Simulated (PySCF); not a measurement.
C₃H₉O₂, charge +1, singlet, at a GFN2-xTB geometry. Base run: DF-HF/STO-3G run with PySCF.

Input for PySCF:
```python
from pyscf import gto, scf

mol = gto.Mole()
mol.atom = '''
    C     1.90256653    0.13273951    0.22931323
    C     0.49582885    0.33006446   -0.30342228
    O    -0.31372959    1.12733899    0.57664253
    C    -0.28997026   -0.99773531   -0.37170092
    O    -1.68739764   -0.60981735   -0.24032343
    H     2.44780409    1.07243547    0.22405553
    H     1.87290621   -0.24272709    1.24880984
    H     2.43889837   -0.57506465   -0.39490858
    H     0.52050449    0.79741032   -1.29492390
    H    -0.08468147    2.06137258    0.51216333
    H    -0.15407281   -1.50754515   -1.32500202
    H     0.00636017   -1.65370747    0.44833871
    H    -1.50165895    0.33613819    0.23410841
    H    -2.18759284   -1.21889740    0.33166565
'''
mol.basis = 'sto-3g'
mol.charge = 1
mol.verbose = 4
mol.build()

mf = scf.RHF(mol)
mf = mf.density_fit(auxbasis='def2-universal-jkfit')
mf.kernel()
```

Variants of this job, named by their change:

| change | basis functions | E (Eh) | HOMO (eV) | HOMO-LUMO gap (eV) |
|---|---|---|---|---|
| base | 34 | -264.96058 | -16.32 | 21.57 |
| basis = pcseg-0 | 63 | -267.49118 | -18.07 | 17.18 |
| basis = 6-31G | 63 | -268.17541 | -17.95 | 17.34 |
| basis = def2-SV(P) | 88 | -268.04301 | -18.05 | 16.92 |
| basis = def2-SVP | 115 | [?] | [?] | [?] |
| basis = pcseg-1 | 115 | -268.21297 | -18.02 | 16.57 |
| basis = 6-31G** | 115 | [?] | -17.85 | [?] |
| basis = 6-311G** | [?] | [?] | -17.88 | [?] |
| basis = 6-311++G** | [?] | [?] | [?] | [?] |
| basis = def2-SVPD | 178 | -268.11058 | -17.97 | 15.72 |
| basis = 6-311+G(2d,p) | 189 | -268.37890 | -17.90 | 15.40 |
| basis = aug-cc-pVDZ | 196 | -268.33443 | -17.85 | 15.00 |
| basis = def2-TZVP | 209 | -268.40320 | -17.88 | 16.13 |

Question: Complete the blanks.

Answer: 
- basis = def2-SVP, E (Eh): -268.09373
- basis = def2-SVP, HOMO (eV): -17.96
- basis = def2-SVP, HOMO-LUMO gap (eV): 16.91
- basis = 6-31G**, E (Eh): -268.30727
- basis = 6-31G**, HOMO-LUMO gap (eV): 17.45
- basis = 6-311G**, basis functions: 144
- basis = 6-311G**, E (Eh): -268.36929
- basis = 6-311G**, HOMO-LUMO gap (eV): 16.37
- basis = 6-311++G**, basis functions: 173
- basis = 6-311++G**, E (Eh): -268.37310
- basis = 6-311++G**, HOMO (eV): -17.91
- basis = 6-311++G**, HOMO-LUMO gap (eV): 15.09

Totals compare only among sets that treat the same electrons; sets with core potentials leave the core out.
